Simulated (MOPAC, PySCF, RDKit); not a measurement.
Positional isomers: styrene methoxy. All species are isolated molecules in the gas phase. One relaxed conformer stands for each flexible species; it need not be the lowest. Strings in code marks are SMILES.

Quantity: electronic energy of isomers of C9H10O relative to `C=C(OC)c1ccccc1` (C–C–O–C torsion 2°, O–C–C–C torsion 19°), in kcal/mol. Semi-empirical values (MOPAC) are differences of heats of formation. Force-field values (RDKit) are differences of steric energies, which aren't made for comparing isomers with other bonds.

Level 1: PBE/6-31G* // B3LYP-D3(BJ)/def2-SVP (PySCF)
Level 2: HF/STO-3G // B3LYP-D3(BJ)/def2-SVP (PySCF)
Level 3: PM6 // B3LYP-D3(BJ)/def2-SVP (MOPAC)
Level 4: UFF, relaxed from the DFT geometry (RDKit)

| species | level 1 | level 2 | level 3 | level 4 |
|---|---|---|---|---|
| `C=Cc1ccccc1OC` (C–C–C–C torsion 10°, C–C–O–C torsion -179°) | 1.97 | ? | 1.65 | -0.98 |
| `C=Cc1ccc(OC)cc1` (C–C–C–C torsion -1°, C–C–O–C torsion -180°) | ? | 0.37 | 0.99 | -2.12 |
| `C=Cc1cccc(OC)c1` (C–C–C–C torsion 0°, C–C–O–C torsion 0°) | 1.41 | 0.65 | ? | -2.10 |

What belongs in the gaps?


- `C=Cc1ccccc1OC` (C–C–C–C torsion 10°, C–C–O–C torsion -179°), level 2: 1.05
- `C=Cc1ccc(OC)cc1` (C–C–C–C torsion -1°, C–C–O–C torsion -180°), level 1: 0.91
- `C=Cc1cccc(OC)c1` (C–C–C–C torsion 0°, C–C–O–C torsion 0°), level 3: 0.70
